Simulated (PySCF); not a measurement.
# Löwdin shares of the frontier orbitals

Species: C₅H₈ClF.
Structure used (PBE0-D3(BJ)/def2-SVP), in Å, numbered top down from 1:
```
atom  x, y, z in Å
C1    -1.6768   -0.3746   -0.8132
C2    -0.7093    0.2420    0.1795
C3     0.5354    0.9141   -0.4534
C4     1.3866   -0.3189   -0.1019
Cl5    1.6493   -1.4279   -1.4695
C6     0.2489   -0.7681    0.8371
F7    -0.1127   -2.0752    0.8071
H8    -2.4172   -1.0044   -0.2987
H9    -1.1510   -1.0033   -1.5456
H10   -2.2168    0.4132   -1.3602
H11   -1.2565    0.8681    0.9016
H12    0.8750    1.8144    0.0794
H13    0.4690    1.1418   -1.5262
H14    2.3689   -0.1506    0.3584
H15    0.4916   -0.4964    1.8788
```

Computed, not measured: TDDFT CAM-B3LYP/def2-SVPD, vertical, gas phase, core orbitals frozen in the response in PySCF 2.14.0, density-fitted response routines.

Kohn–Sham orbitals with the atoms that hold most of them (Löwdin shares over 4%, at most four atoms; ? is withheld):

| orbital | ε (eV) | atoms |
| --- | --- | --- |
| HOMO-3 | -11.04 | Cl5 27%, C2 15%, F7 14%, C4 10% |
| HOMO-2 | -10.42 | C2 20%, C6 16%, F7 14%, C3 13% |
| HOMO-1 | -9.78 | ? |
| HOMO | ? | ? |
| LUMO | 0.99 | Cl5 16%, C6 12%, H15 11%, C4 10% |
| LUMO+1 | 1.39 | Cl5 42%, C4 14%, H14 9%, C3 8% |
| LUMO+2 | 1.83 | C1 15%, Cl5 14%, H10 13%, H13 10% |

(1) Give the leading atoms of the HOMO.

(2) Give the leading atoms of the HOMO-1.

(3) What is the HOMO energy, and the HOMO–LUMO gap?

## Answers

(1) Cl5 (bonded to C) 50%; C4 (bonded to 2 C, Cl and H) 12%; C2 (bonded to 3 C and H) 7%; C6 (bonded to 2 C, F and H) 6%. By element: chlorine 50%, carbon 25% or more.

(2) Cl5 (bonded to C) 63%; C4 (bonded to 2 C, Cl and H) 12%; C6 (bonded to 2 C, F and H) 8%; C3 (bonded to 2 C and 2 H) 8%. By element: chlorine 63%, carbon 29% or more.

(3) ε(HOMO) = -9.58 eV; the gap is 10.57 eV (0.3885 hartree).

Q: The HOMO–LUMO gap is 10.57 eV. Where does the response calculation put the lowest singlet, and from which orbitals?

A: S1 is at 7.06 eV (f = 0.0034), 3.52 eV below the gap, made of HOMO→LUMO+1 (47%), HOMO→LUMO (36%). Its leading pair isn't HOMO and LUMO; the energies of that pair differ by 10.97 eV. 

Next come S2 at 7.17 eV (f 0.0040), HOMO-1→LUMO+1 (51%), HOMO-1→LUMO (32%); S3 at 7.86 eV (f 0.0017), HOMO→LUMO (52%), HOMO→LUMO+1 (33%); S4 at 8.01 eV (f 0.023), HOMO-1→LUMO (48%), HOMO-1→LUMO+1 (22%), HOMO-2→LUMO (15%); S5 at 8.25 eV (f 0.015), HOMO-2→LUMO (61%).

Löwdin shares depend on the basis, the more so with diffuse functions.

One conformer stands for the species.
